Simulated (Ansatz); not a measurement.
`C[SiH](N)Cl` + `[OH][Mg][Br]` → `C[SiH](Cl)Br` + `[NH2][Mg][OH]`  (redistribution)

Calculated with Ansatz (gas phase, PBE0-D4/def2-TZVP geometries, no zero-point term in ΔE). CCSD(T)/CBS is the MP2 limit (def2-TZVPP, def2-QZVPP) plus CCSD(T) − MP2 in def2-TZVPP, frozen cores. DFT in def2-TZVPP. For Br, Mg outer-core shells are correlated without core-valence functions, which leaves a few kJ/mol of doubt a bond. Scalar relativity is left out up to krypton. One conformer a species, not always the lowest.

```csv
species,CAM-B3LYP energy (Eh)
`C[SiH](N)Cl`,-846.30061
`[OH][Mg][Br]`,-2850.32264
`C[SiH](Cl)Br`,-3364.63696
`[NH2][Mg][OH]`,-331.93810
```

Work out ΔE.

ΔE = (-3364.63696) + (-331.93810) − (-846.30061) − (-2850.32264) = 0.04819 Eh = +126.5 kJ/mol. CCSD(T)/CBS gives +117.9 kJ/mol.

Largest T1 diagnostic among the species: 0.010.

In def2-TZVPP, CCSD(T) changes the Hartree–Fock value by −30.0 kJ/mol (the triples alone add −3.5 kJ/mol) and MP2 by −34.0 kJ/mol. At CCSD(T), def2-SVP lies +9.9 kJ/mol from the extrapolated value and def2-TZVPP +2.3 kJ/mol. Leaving LDA and LC-ωPBE aside and taking each functional with its dispersion term where it has one, the values, not all of them listed here, spread over 20.1 kJ/mol, from PBE-D4 to BHLYP-D4. LDA lies +3.0 kJ/mol from PBE without D4.
